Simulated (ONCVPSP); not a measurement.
## Pseudopotential generation for gadolinium (Gd): ONCV, PBEsol, scalar-relativistic.

gadolinium (Gd), optimised norm-conserving Vanderbilt (ONCV), made with ONCVPSP 4.0.1 (PBEsol, scalar-relativistic). Core [Kr] 4d10, reference 4f7 5s2 5p6 5d1 6s2. Waves: 5s+6s: rc 2.35 bohr, ncon 4, nbas 8, qcut 5.3 1/bohr, 3 projectors, debl 2.1 Ha; 5p: rc 1.65 bohr, ncon 4, nbas 7, qcut 4 1/bohr, 3 projectors, debl 2.1 Ha; 5d: rc 3.75 bohr, ncon 4, nbas 9, qcut 4.5 1/bohr, 2 projectors, debl 3.8 Ha; 4f: rc 1.50 bohr, ncon 4, nbas 8, qcut 12 1/bohr, 3 projectors, debl 0.7 Ha. Local part: polynomial inside 1.35 bohr (lpopt 1, dvloc0 4 Ha). Core correction: none.

Estimate the cutoffs (Ha) at which the residual kinetic energy of the hardest occupied pseudo-wave falls to 1 and 0.1 mHa per electron.

60 Ha and 65 Ha.

Does the potential have ghost states?

No bound ghost flagged; GHOST(+) flagged for d at 107.8 eV, s at 208.9 eV.

Which valence shell sets the plane-wave cutoff?

4f: 60 Ha for 1 mHa per electron, against 46 Ha for 5p.

Its largest configuration-test error is -90 meV (4f7 5s2 5p6 5d1 6s0). 1 of 4 tests not solved or not reliable.
